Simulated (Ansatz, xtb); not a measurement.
## C2H4ClMg: where a starting geometry ends

The starting geometry of this gas-phase doublet was built from a drawn formula by distance geometry and a force field; its bonds are those of `[CH2][C@H]([MgH])Cl`.

```csv
atom,x (Å),y (Å),z (Å)
C,-0.3227,1.1339,-0.3624
C,-0.3321,-0.2978,0.0780
Cl,-1.8562,-1.1328,-0.5331
Mg,1.4318,-1.3894,-0.7179
H,0.6139,1.6635,0.0412
H,-0.2389,1.1711,-1.4692
H,-0.2996,-0.3561,1.1747
H,2.8086,-2.2270,-1.3394
```

Question: Predict what it relaxes into with r2SCAN-D4/def2-SVP.

Answer: It rearranges, giving a structure given below by its coordinates. Distances that change by over a tenth: C1–C2 (1.50 → 1.32 Å). Contacts that open: C2–Cl3 (1.84 → 3.86 Å). Contacts that close: Cl3–Mg4 (3.30 → 2.23 Å).

The energy falls by 1.63 eV over 32 steps:

```
step  E − E(last) (eV)
   1             1.628
   4             1.004
   8             0.420
  11             0.165
  15             0.099
  18             0.070
  22             0.019
  25             0.009
  29             0.000
  32             0.000
```

Final geometry (Å):

```xyz
8

C    -0.2061    1.0616   -0.1819
C     0.6990    0.2172    0.2786
Cl   -1.1453   -1.6955   -2.5265
Mg    0.4500   -1.7457   -0.9710
H    -0.2916    2.0737    0.2536
H    -0.9076    0.8270   -0.9953
H     1.4609    0.2723    1.0588
H     1.7456   -2.4453   -0.0445
```

From the same start GFN2-xTB reaches the same bonding as this run.

No frequencies were run, so the end isn't proven a minimum. Open shells are spin-unrestricted. Run with Ansatz 0.2.0, 2.9 min on 2 threads of Arm Neoverse V1, with other jobs on the host.
